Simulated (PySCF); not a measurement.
A GIAO shielding run with PySCF 2.14 (density fitting, non-relativistic, gas phase) on SMILES CN[Si@@H](CC)[Si](O)(O)[SiH3], C3H15NO2Si3:

```
$ OMP_NUM_THREADS=1 python probes_run.py task.json out

{"job": {"kind": "nmr", "xc": "PBE0", "basis": "pcSseg-1"}, "charge": 0, "multiplicity": 1}
C     -2.199985    -0.809988    -0.391920
C     -1.946335     0.097274     0.808796
Si    -0.123949     0.718469     0.888643
N      0.229024     1.816974    -0.392420
C     -0.605957     2.950417    -0.704506
Si     1.366205    -1.021402     0.674056
O      2.479231    -0.557834     1.791777
O      0.713365    -2.460022     1.144774
Si     2.330401    -1.705478    -1.316833
H     -1.961643    -0.290908    -1.318457
H     -3.243594    -1.120195    -0.437191
H     -1.581735    -1.704103    -0.337862
H     -2.223590    -0.435873     1.720277
H     -2.614396     0.958519     0.746938
H     -0.078539     1.543978     2.119358
H      0.753199     1.505258    -1.195010
H     -1.039186     3.326637     0.219028
H     -1.425950     2.693070    -1.385586
H     -0.016309     3.747116    -1.162582
H      3.209086    -1.114516     2.052419
H      0.248540    -2.560506     1.971442
H      1.464371    -2.562996    -2.132598
H      2.656793    -0.553121    -2.173856
H      3.599217    -2.441005    -1.181131
```

Hardware: 1 thread of an Arm Neoverse N1, shared host. The job also computes population analyses, field gradients.

Question: How large is the calculation?

Answer: 98 electrons, 249 basis functions and 1360 auxiliary functions.

Question: How long does it take, and how much memory does it need?

Answer: 2.4 min of wall time, with 13 SCF cycles and 4 response iterations; peak memory 1.2 GiB. Times on a shared host scatter by some tens of per cent.
